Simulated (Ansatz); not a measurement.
Program: Ansatz 0.2.0.

A structure relaxed at PBE0-D4/def2-TZVP, charge 0, multiplicity 1:

```xyz
8

Si    0.506    0.651   -0.719
B    -0.349   -0.071    0.953
Cl   -0.425    0.932    2.390
Se   -1.111   -1.828    1.093
H     1.924    1.010   -0.445
H     0.469   -0.349   -1.822
H    -0.210    1.878   -1.161
H    -0.804   -2.222   -0.289
```

(1) Give its formula and SMILES.

(2) Point group (tolerance 0.08 Å, 0.16 Å for H)?

(3) Summarise the bond lengths by kind.

## Answers

(1) BClH4SeSi, `[SiH3]B(Cl)[SeH]`.

(2) Cs.

(3) 1 × B–Si 2.012 Å; 3 × H–Si 1.488 to 1.489 Å; 1 × B–Cl 1.754 Å; 1 × B–Se 1.920 Å; 1 × H–Se 1.469 Å.
